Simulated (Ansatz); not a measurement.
Steps of a relaxation of H8OSi4 with RKS PBE0-D4/def2-TZVP.

```sh
$ ansatz run in.yaml --threads 4 --pin off --events-out ev --progress --plain --max-ram 10444MiB
```

```yaml
crystal:
  periodic: [false, false, false]
  atoms:
    - {symbol: Si, position_ang: [-1.792596, 0.910034, 0.528193]}
    - {symbol: Si, position_ang: [0.400499, 1.313318, -0.230552]}
    - {symbol: Si, position_ang: [1.514301, -0.683792, 0.277865]}
    - {symbol: O, position_ang: [0.429925, -1.852569, 0.826025]}
    - {symbol: Si, position_ang: [0.386144, -2.634885, -0.772837]}
    - {symbol: H, position_ang: [-1.754656, 0.760222, 2.024785]}
    - {symbol: H, position_ang: [-2.674094, 2.082175, 0.181447]}
    - {symbol: H, position_ang: [-2.354517, -0.332722, -0.098820]}
    - {symbol: H, position_ang: [0.486533, 1.630378, -1.699113]}
    - {symbol: H, position_ang: [1.018484, 2.454178, 0.539348]}
    - {symbol: H, position_ang: [2.819534, -0.683618, 1.021339]}
    - {symbol: H, position_ang: [-0.364308, -1.478202, -1.528410]}
    - {symbol: H, position_ang: [1.905251, -1.519220, -1.054569]}
basis:
  gaussian: {orbitals: def2-TZVP}
hamiltonian: {xc: pbe0, dispersion: d4}
relax: {f_tol: 0.005, max_steps: 150}
```

Positions (Å) and forces (eV/Å) along the path, 12 of 16 steps:

```xyz
13
step=1 energy=-33674.4275 eV
Si   -1.793    0.910    0.528   -0.179    0.013    0.046
Si    0.400    1.313   -0.231    0.068    0.162   -0.025
Si    1.514   -0.684    0.278   -0.491   -0.916    0.205
O     0.430   -1.853    0.826    0.734    0.457   -1.178
Si    0.386   -2.635   -0.773   -0.022    0.612    0.667
H    -1.755    0.760    2.025   -0.006    0.028   -0.326
H    -2.674    2.082    0.181    0.187   -0.255    0.078
H    -2.355   -0.333   -0.099    0.120    0.272    0.138
H     0.487    1.630   -1.699   -0.011   -0.087    0.313
H     1.018    2.454    0.539   -0.123   -0.235   -0.165
H     2.820   -0.684    1.021   -0.299    0.006   -0.139
H    -0.364   -1.478   -1.528    0.190   -0.203    0.183
H     1.905   -1.519   -1.055   -0.168    0.146    0.203
13
step=2 energy=-33674.4852 eV
Si   -1.797    0.929    0.528   -0.061   -0.010    0.025
Si    0.392    1.304   -0.215    0.027    0.084   -0.049
Si    1.504   -0.689    0.260   -0.427   -0.589    0.174
O     0.438   -1.850    0.806    0.494    0.152   -0.684
Si    0.415   -2.657   -0.761   -0.040    0.469    0.496
H    -1.757    0.776    2.010   -0.012    0.003   -0.072
H    -2.672    2.089    0.188    0.063   -0.053    0.013
H    -2.355   -0.302   -0.093    0.024    0.059    0.027
H     0.483    1.607   -1.672   -0.010   -0.003    0.067
H     1.010    2.436    0.542   -0.017   -0.066   -0.041
H     2.792   -0.681    1.004   -0.062    0.001   -0.045
H    -0.302   -1.499   -1.508   -0.045   -0.121   -0.020
H     1.870   -1.496   -1.073    0.065    0.074    0.110
13
step=3 energy=-33674.5055 eV
Si   -1.797    0.930    0.522    0.021    0.030    0.000
Si    0.391    1.299   -0.212   -0.019   -0.035    0.011
Si    1.497   -0.694    0.264   -0.002   -0.078    0.072
O     0.486   -1.876    0.805   -0.089    0.010   -0.245
Si    0.406   -2.636   -0.758    0.082   -0.072    0.196
H    -1.763    0.774    1.995   -0.010   -0.011    0.073
H    -2.661    2.089    0.183   -0.034    0.056   -0.018
H    -2.355   -0.292   -0.098   -0.028   -0.059   -0.033
H     0.481    1.601   -1.661    0.003    0.013   -0.067
H     1.013    2.420    0.540    0.026    0.042    0.037
H     2.783   -0.672    0.997    0.071    0.026    0.023
H    -0.336   -1.502   -1.498   -0.052    0.063    0.029
H     1.876   -1.477   -1.062    0.030    0.017   -0.079
13
step=4 energy=-33674.5101 eV
Si   -1.800    0.933    0.525    0.017    0.002   -0.002
Si    0.391    1.297   -0.213    0.006   -0.016    0.013
Si    1.504   -0.696    0.261   -0.002    0.041    0.025
O     0.472   -1.863    0.792    0.006   -0.048   -0.051
Si    0.417   -2.641   -0.754   -0.023   -0.062    0.055
H    -1.770    0.775    2.001   -0.005   -0.003    0.029
H    -2.663    2.094    0.184   -0.009    0.028   -0.010
H    -2.359   -0.290   -0.097   -0.016   -0.021   -0.015
H     0.479    1.601   -1.664   -0.002    0.010   -0.027
H     1.015    2.418    0.542    0.013    0.024    0.013
H     2.788   -0.677    1.001    0.023    0.011    0.012
H    -0.340   -1.512   -1.493   -0.013    0.010   -0.025
H     1.887   -1.474   -1.069    0.003    0.022   -0.016
13
step=8 energy=-33674.5141 eV
Si   -1.818    0.964    0.528    0.002   -0.002    0.001
Si    0.384    1.292   -0.191    0.001    0.001   -0.002
Si    1.515   -0.703    0.246   -0.008    0.004   -0.005
O     0.516   -1.899    0.780   -0.001   -0.002    0.003
Si    0.452   -2.705   -0.742    0.002    0.000    0.005
H    -1.816    0.795    2.005   -0.002   -0.002    0.001
H    -2.648    2.148    0.180   -0.001    0.001    0.001
H    -2.395   -0.245   -0.111   -0.001    0.001   -0.003
H     0.466    1.610   -1.642    0.002    0.003   -0.002
H     1.022    2.404    0.569   -0.001    0.002    0.002
H     2.798   -0.651    0.990    0.002   -0.004   -0.001
H    -0.354   -1.619   -1.496    0.002    0.000    0.003
H     1.899   -1.427   -1.100    0.002   -0.001   -0.003
13
step=9 energy=-33674.5142 eV
Si   -1.819    0.965    0.526   -0.003   -0.002   -0.002
Si    0.384    1.294   -0.190    0.005   -0.002   -0.001
Si    1.516   -0.702    0.242   -0.006    0.001    0.012
O     0.521   -1.899    0.783    0.005    0.003   -0.013
Si    0.455   -2.713   -0.734    0.000    0.003    0.009
H    -1.820    0.788    2.002    0.002   -0.002   -0.001
H    -2.645    2.154    0.184   -0.002    0.001    0.002
H    -2.399   -0.237   -0.122   -0.001    0.001   -0.002
H     0.468    1.618   -1.640   -0.001    0.001    0.000
H     1.022    2.402    0.575    0.000    0.002    0.002
H     2.800   -0.648    0.983    0.003    0.000   -0.003
H    -0.358   -1.633   -1.490    0.000    0.000    0.000
H     1.897   -1.425   -1.104   -0.001   -0.007   -0.003
13
step=10 energy=-33674.5143 eV
Si   -1.820    0.965    0.522    0.004    0.000   -0.001
Si    0.385    1.296   -0.190   -0.007    0.004    0.001
Si    1.517   -0.700    0.239   -0.002   -0.009    0.018
O     0.525   -1.896    0.789    0.007    0.006   -0.020
Si    0.455   -2.718   -0.723   -0.002    0.006    0.008
H    -1.820    0.775    1.996   -0.002   -0.003    0.002
H    -2.645    2.159    0.190    0.001    0.000    0.001
H    -2.402   -0.230   -0.137    0.000    0.000   -0.002
H     0.470    1.627   -1.637    0.003   -0.001   -0.002
H     1.021    2.402    0.581   -0.002   -0.002   -0.001
H     2.805   -0.646    0.974    0.003    0.005   -0.004
H    -0.363   -1.642   -1.482   -0.002   -0.001    0.000
H     1.892   -1.426   -1.107   -0.003   -0.007    0.000
13
step=11 energy=-33674.5145 eV
Si   -1.820    0.963    0.516    0.000   -0.001    0.000
Si    0.386    1.299   -0.191   -0.004   -0.001    0.000
Si    1.519   -0.697    0.236   -0.001   -0.014    0.024
O     0.530   -1.889    0.798    0.006    0.009   -0.016
Si    0.451   -2.720   -0.709    0.001    0.001    0.008
H    -1.822    0.753    1.988    0.001   -0.001   -0.004
H    -2.642    2.163    0.201    0.001    0.001    0.000
H    -2.404   -0.222   -0.159    0.001    0.001    0.000
H     0.476    1.635   -1.637   -0.001   -0.002    0.002
H     1.019    2.402    0.586    0.001   -0.001    0.000
H     2.812   -0.642    0.961    0.004    0.008   -0.003
H    -0.371   -1.650   -1.468   -0.005    0.004   -0.006
H     1.885   -1.431   -1.108   -0.004   -0.004   -0.005
13
step=13 energy=-33674.5146 eV
Si   -1.821    0.961    0.508   -0.001   -0.004    0.001
Si    0.387    1.300   -0.190    0.001    0.004   -0.001
Si    1.525   -0.694    0.235   -0.008   -0.012    0.010
O     0.539   -1.882    0.811    0.006    0.010   -0.005
Si    0.447   -2.719   -0.693   -0.002   -0.003   -0.003
H    -1.824    0.720    1.974   -0.001    0.000    0.000
H    -2.636    2.171    0.217    0.003   -0.001    0.000
H    -2.410   -0.207   -0.192   -0.002    0.001    0.001
H     0.482    1.639   -1.635    0.000    0.001   -0.001
H     1.015    2.403    0.592    0.001   -0.002   -0.002
H     2.826   -0.635    0.946    0.000    0.002   -0.003
H    -0.386   -1.655   -1.450    0.007    0.000    0.002
H     1.876   -1.436   -1.109   -0.005    0.004   -0.001
13
step=14 energy=-33674.5146 eV
Si   -1.821    0.961    0.509    0.001    0.001    0.001
Si    0.387    1.299   -0.190    0.000   -0.001   -0.001
Si    1.524   -0.694    0.237   -0.008   -0.007    0.003
O     0.539   -1.884    0.810    0.003    0.008    0.002
Si    0.448   -2.719   -0.694    0.003   -0.003   -0.002
H    -1.825    0.721    1.976    0.000    0.000    0.001
H    -2.635    2.171    0.216   -0.001    0.002    0.000
H    -2.411   -0.207   -0.190    0.000   -0.001   -0.001
H     0.481    1.637   -1.635    0.000    0.001   -0.001
H     1.016    2.403    0.590    0.000   -0.001    0.000
H     2.825   -0.635    0.946    0.002    0.000    0.002
H    -0.382   -1.653   -1.451   -0.002    0.002   -0.001
H     1.875   -1.435   -1.108    0.002    0.000   -0.004
13
step=15 energy=-33674.5146 eV
Si   -1.821    0.961    0.509    0.001    0.000   -0.001
Si    0.387    1.299   -0.190    0.000    0.001    0.002
Si    1.524   -0.694    0.237   -0.007   -0.006    0.000
O     0.539   -1.884    0.810    0.004    0.006    0.002
Si    0.449   -2.719   -0.694    0.001   -0.002   -0.003
H    -1.826    0.721    1.976    0.000    0.000    0.001
H    -2.635    2.172    0.217    0.000    0.001    0.000
H    -2.412   -0.206   -0.190   -0.001   -0.001   -0.001
H     0.480    1.637   -1.636    0.000    0.000   -0.001
H     1.016    2.402    0.589    0.000    0.000    0.000
H     2.826   -0.635    0.947    0.001    0.000    0.001
H    -0.382   -1.653   -1.451   -0.001    0.000    0.000
H     1.876   -1.435   -1.109    0.001   -0.001   -0.001
13
step=16 energy=-33674.5146 eV
Si   -1.822    0.962    0.509    0.001    0.001    0.000
Si    0.386    1.299   -0.190    0.000    0.001    0.001
Si    1.524   -0.694    0.237   -0.003   -0.002    0.000
O     0.540   -1.884    0.811    0.003    0.003    0.001
Si    0.450   -2.720   -0.694    0.000   -0.001   -0.003
H    -1.826    0.720    1.975    0.000    0.000    0.000
H    -2.634    2.173    0.218    0.000    0.000    0.000
H    -2.414   -0.205   -0.192    0.000    0.000    0.000
H     0.480    1.636   -1.636    0.000    0.000   -0.001
H     1.016    2.402    0.589    0.000    0.000    0.000
H     2.826   -0.634    0.946    0.000    0.000    0.000
H    -0.382   -1.655   -1.450    0.000   -0.001    0.000
H     1.876   -1.435   -1.109    0.000   -0.001    0.001
```

It took 44 s on 4 threads of an AMD EPYC 9B45 on a shared host, with 0.78 GiB of host memory at the peak.
